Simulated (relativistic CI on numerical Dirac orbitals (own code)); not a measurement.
Method of calculation: Dirac-Coulomb-Breit CI, separate exchange-only KLI orbitals for each configuration, QED by a radiative potential, unscaled Slater integrals (own radial code, finite nucleus).

CI space (outside the closed core [Ar] 3d10): 4s2 4p6 4d10, 4s2 4p6 4d9 4f, 4s2 4p5 4d10 4f, 4s 4p6 4d10 4f, 4s2 4p6 4d9 5s, 4s2 4p6 4d9 5p, 4s2 4p6 4d9 5d, 4s2 4p5 4d10 5s, 4s2 4p6 4d9 5f, 4s2 4p5 4d10 5p, 4s2 4p6 4d9 6s, 4s2 4p6 4d9 5g, 4s2 4p6 4d9 6p, 4s2 4p5 4d10 5d, 4s 4p6 4d10 5s, 4s2 4p6 4d9 6d, 4s2 4p6 4d9 6f, 4s 4p6 4d10 5p, 4p6 4d10 4f2, 4p6 4d9 4f3, 4p5 4d10 4f3, 4p6 4d9 4f2 5s, 4p6 4d9 4f2 5p, 4p6 4d9 4f2 5d. Double excitations out of closed p, d and f shells are left out; levels of such configurations are missing from the list, as are those of other unlisted configurations, and high levels can miss mixing partners. These lack a partner that the ground configuration has and come out too high: 4s2 4p5 4d10 5s, 4s2 4p6 4d9 5f, 4s2 4p5 4d10 5p, 4s2 4p6 4d9 6s, 4s2 4p6 4d9 5g.

At this charge energies of transitions that change n are usually good to better than 1 %, and those within a shell (Δn = 0) to a few per cent.

Outline of the computed level scheme of Ta XXVIII. Lowest level of each configuration: 4s2 4p6 4d10 1S_0 at 0.000 eV; 4s2 4p6 4d9 4f 3P°_0 at 184.950 eV; 4s2 4p6 4d9 5s 3D_3 at 334.023 eV; 4s2 4p6 4d9 5p 3P°_2 at 376.391 eV; 4s2 4p5 4d10 4f 3D_1 at 376.815 eV.

Some strong electric-dipole decays among the lowest 45 levels: 4s2 4p6 4d9 4f 1P°_1 → 4s2 4p6 4d10 1S_0 (6.1e+12 s⁻¹); 4s2 4p6 4d9 5p 1P°_1 → 4s2 4p6 4d10 1S_0 (1.4e+12 s⁻¹); 4s2 4p5 4d10 4f 3G_4 → 4s2 4p6 4d9 4f 3H°_5 (7.4e+11 s⁻¹); 4s2 4p6 4d9 5p 3D°_1 → 4s2 4p6 4d10 1S_0 (7.3e+11 s⁻¹); 4s2 4p5 4d10 4f 3G_5 → 4s2 4p6 4d9 4f 3H°_6 (7.2e+11 s⁻¹); 4s2 4p5 4d10 4f 3F_4 → 4s2 4p6 4d9 4f 3G°_5 (5.5e+11 s⁻¹); 4s2 4p5 4d10 4f 3F_3 → 4s2 4p6 4d9 4f 3G°_4 (5.1e+11 s⁻¹); 4s2 4p5 4d10 4f 1F_3 → 4s2 4p6 4d9 4f 3F°_4 (3.2e+11 s⁻¹).

LS names give the leading component of a level, which can be under half, so a name can repeat, a term be missing and a line seem to break the LS rules.
